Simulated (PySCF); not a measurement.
Gas-phase reaction: GeHF3 + 2 H2 = GeH2 + 3 HF

Computed with PySCF and rigid-rotor harmonic-oscillator thermochemistry at 1 bar. † marks an energy on the PBE0/def2-TZVP geometry and frequencies; other levels use their own. CCSD(T) freezes the core. 6-31G* has spherical d functions here. All species are closed-shell singlets. B3LYP is the form with VWN-RPA correlation. Ge: all electrons, no relativistic terms. GeHF3, GeH2: computed as isolated molecules; such fragments, hydroxides, amides, oligomers or adducts are transient or little studied in the gas. CCSD(T) isn't extrapolated to the basis-set limit.

| level | ΔH°(298 K), kJ |
|---|---|
| B3LYP/6-31G* | ___ |
| CCSD(T)/def2-SVP† | 346 |
| HF/def2-TZVP† | ___ |
| PBE/def2-TZVP† | ___ |
| PBE0/def2-QZVP† | 322 |
| PBE0/def2-SVP† | 356 |

Problem. Fill in the missing entries.

Solution. 
- B3LYP/6-31G*, ΔH°(298 K), kJ: 439
- HF/def2-TZVP†, ΔH°(298 K), kJ: 346
- PBE/def2-TZVP†, ΔH°(298 K), kJ: 341
